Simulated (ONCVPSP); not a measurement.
Which change was made? (Bi, ONCV)

ONCVPSP 4.0.1 input, shortened (lines: element, Z, core and valence counts, functional; n l f; lmax; l rc ep ncon nbas qcut; lloc lpopt rc5 dvloc0; l nproj debl; icmod fcfact rcfact), PBE, scalar-relativistic:

```
  Bi 83.00   12    3        4      upf
    1    0    2.00
    2    0    2.00
    2    1    6.00
    3    0    2.00
    3    1    6.00
    3    2   10.00
    4    0    2.00
    4    1    6.00
    4    2   10.00
    4    3   14.00
    5    0    2.00
    5    1    6.00
    5    2   10.00
    6    0    2.00
    6    1    2.00
    3
    0    2.05    0.00    3    7    3.40
    1    2.25    0.00    4    8    3.70
    2    1.45    0.00    3    8   10.90
    3    2.40    0.32    3    6    4.20
    4    2    1.25    0.00
    0    2    1.40
    1    3    1.10
    2    2    2.50
    3    2    3.00
    3    3.50    1.60
```

Cutoffs, loose and tight: the cutoffs (Ha) at which the residual kinetic energy of the hardest occupied pseudo-wave falls to 1 and 0.1 mHa per electron. They do not see the model core or the augmentation charge, which bear on the density cutoff. Test errors are all-electron minus pseudo excitation energies from the reference, over the configurations 5d10 6s2 6p3; 5d10 6s2 6p1; 5d10 6s2 6p0; 5d9 6s2 6p4; variants that change the core or the reference have their own tests.

The base gives: outcome: generated; cutoff, loose: 27 Ha; cutoff, tight: 32 Ha; bound ghosts: p, f, s; GHOST(+) flags above zero: p; largest test error (meV): -224.

Problem. After one change the result is: outcome: generated; cutoff, loose: 26 Ha; cutoff, tight: 30 Ha; bound ghosts: none; GHOST(+) flags above zero: s, p; largest test error (meV): -137. Which change was it?
A. all radii but the core radius scaled by about 0.95 (s 1.96, p 2.14, d 1.38, f 2.28 bohr); local potential polynomial inside 1.18 bohr (lpopt 2, dvloc0 0 Ha)
B. all radii but the core radius scaled by about 1.14 (s 2.34, p 2.58, d 1.66, f 2.74 bohr); local potential polynomial inside 1.44 bohr (lpopt 2, dvloc0 0 Ha)
C. all radii but the core radius scaled by about 1.33 (s 2.72, p 3.00, d 1.92, f 3.18 bohr); local potential polynomial inside 1.66 bohr (lpopt 2, dvloc0 0 Ha)
D. all radii but the core radius scaled by about 0.79 (s 1.62, p 1.76, d 1.14, f 1.88 bohr); local potential polynomial inside 0.98 bohr (lpopt 2, dvloc0 0 Ha)

Solution. C. The others give: all radii but the core radius scaled by about 0.95 (s 1.96, p 2.14, d 1.38, f 2.28 bohr); local potential polynomial inside 1.18 bohr (lpopt 2, dvloc0 0 Ha) → outcome: generated; cutoff, loose: 26 Ha; cutoff, tight: 35 Ha; bound ghosts: s, p, f; GHOST(+) flags above zero: p; largest test error (meV): -255 | all radii but the core radius scaled by about 1.14 (s 2.34, p 2.58, d 1.66, f 2.74 bohr); local potential polynomial inside 1.44 bohr (lpopt 2, dvloc0 0 Ha) → outcome: generated; cutoff, loose: 28 Ha; cutoff, tight: 33 Ha; bound ghosts: none; GHOST(+) flags above zero: s, p; largest test error (meV): -214 | all radii but the core radius scaled by about 0.79 (s 1.62, p 1.76, d 1.14, f 1.88 bohr); local potential polynomial inside 0.98 bohr (lpopt 2, dvloc0 0 Ha) → outcome: generated; cutoff, loose: 59 Ha; cutoff, tight: 70 Ha; bound ghosts: s, p; GHOST(+) flags above zero: p, f; largest test error (meV): -217.
